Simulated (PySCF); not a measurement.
C₅H₉N, SMILES C=C1CN(C1)C.

Geometry: B3LYP-D3(BJ)/def2-SVP.

Level of theory: PySCF with PBE/def2-TZVP.

Isolated molecule, no solvent.

| Quantity | Value |
|---|---|
| total energy | -250.38574 hartree |
| point group | Cs |
| highest occupied level | -4.88 eV |
| lowest empty level | -0.86 eV |
| orbital gap | 4.02 eV |
| dipole moment | 0.68 D |
| quadrupole, principal values (traceless, Buckingham form, about the centre of nuclear charge) | -4.91, 1.71, 3.20 D·Å |
| mean static polarisability | 71.2 bohr³ (10.56 Å³) |
| polarisability, principal values | 54.7, 67.4, 91.6 bohr³ |
